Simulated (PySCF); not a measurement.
**Radial density of Mo⁻ (molybdenum, charge -1)**

UHF, [Kr] 4d5 5s2, high-spin 6S determinant. Computed with PySCF 2.14 in aug-cc-pVTZ-PP with one added diffuse shell each of s, p, d, f, g type with ECP28MDF (7s7p6d4f3g, 113 functions), with a scalar-relativistic core potential. This is the valence pseudo-density: the core potential removes the inner electrons and smooths the orbitals near the nucleus.

```json
{"r (bohr)": "0.0347", "4πr²ρ (e/bohr)": "1.891e-05", "4πr²(ρα − ρβ)": "0.0000"}
{"r (bohr)": "0.0584", "4πr²ρ (e/bohr)": "4.770e-05", "4πr²(ρα − ρβ)": "0.0000"}
{"r (bohr)": "0.0983", "4πr²ρ (e/bohr)": "0.0001712", "4πr²(ρα − ρβ)": "0.0000"}
{"r (bohr)": "0.165", "4πr²ρ (e/bohr)": "0.001462", "4πr²(ρα − ρβ)": "0.0004"}
{"r (bohr)": "0.278", "4πr²ρ (e/bohr)": "0.02388", "4πr²(ρα − ρβ)": "0.0064"}
{"r (bohr)": "0.468", "4πr²ρ (e/bohr)": "0.6558", "4πr²(ρα − ρβ)": "0.1097"}
{"r (bohr)": "0.787", "4πr²ρ (e/bohr)": "7.316", "4πr²(ρα − ρβ)": "1.0999"}
{"r (bohr)": "1.32", "4πr²ρ (e/bohr)": "9.487", "4πr²(ρα − ρβ)": "2.8495"}
{"r (bohr)": "2.23", "4πr²ρ (e/bohr)": "2.601", "4πr²(ρα − ρβ)": "1.9391"}
{"r (bohr)": "3.74", "4πr²ρ (e/bohr)": "0.6015", "4πr²(ρα − ρβ)": "0.5372"}
{"r (bohr)": "6.30", "4πr²ρ (e/bohr)": "0.1044", "4πr²(ρα − ρβ)": "0.0169"}
{"r (bohr)": "10.6", "4πr²ρ (e/bohr)": "0.07595", "4πr²(ρα − ρβ)": "-0.0740"}
{"r (bohr)": "17.8", "4πr²ρ (e/bohr)": "0.04058", "4πr²(ρα − ρβ)": "-0.0406"}
{"r (bohr)": "30.0", "4πr²ρ (e/bohr)": "0.0002074", "4πr²(ρα − ρβ)": "-0.0002"}
```

Energies and moments cover only the electrons outside the core potential. ⟨S²⟩ = 9.56 against 8.75 shows spin contamination. At UHF the highest occupied level has a positive energy, so only the finite basis holds that electron.

Q: Where is the radial spin density 4πr²(ρα − ρβ) most negative, and why is it negative at all?

A: Around r = 10.6 bohr, down to -0.0740 e/bohr: exchange with the open shell polarises the paired shells in an unrestricted calculation.
